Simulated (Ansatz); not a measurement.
Basis-set extrapolation for `F[Si](F)(O[SiH3])O[SiH3]` (PBE0-D4/def2-TZVP geometry, frozen core, the Gaussian-basis code of Ansatz). Multiplicity 1, RHF reference.

```
                       def2-TZVPP    def2-QZVPP
                 HF  -1219.458385  -1219.505443
    MP2 correlation     -1.315046     -1.430563
CCSD(T) correlation     -1.401864       not run
```

Energies in hartree. Use E(X) = E(∞) + A·exp(−7.88·√X) for Hartree–Fock and E(X) = E(∞) + B·X^(−2.97) for correlation, with X = 3 and 4, and add CCSD(T) minus MP2 of the smaller set to the MP2 limit.

**Question.** What is the CCSD(T) energy at the basis-set limit?

**Answer.** HF limit: -1219.505443 + (-0.047058) × 0.13774 = -1219.51192. MP2 limit: -1.430563 + (-0.115517) × 0.74074 = -1.51613. Higher-order term: -1.401864 − (-1.315046) = -0.08682. Total: -1221.11487 hartree, 6.93 eV below CCSD(T)/def2-TZVPP.
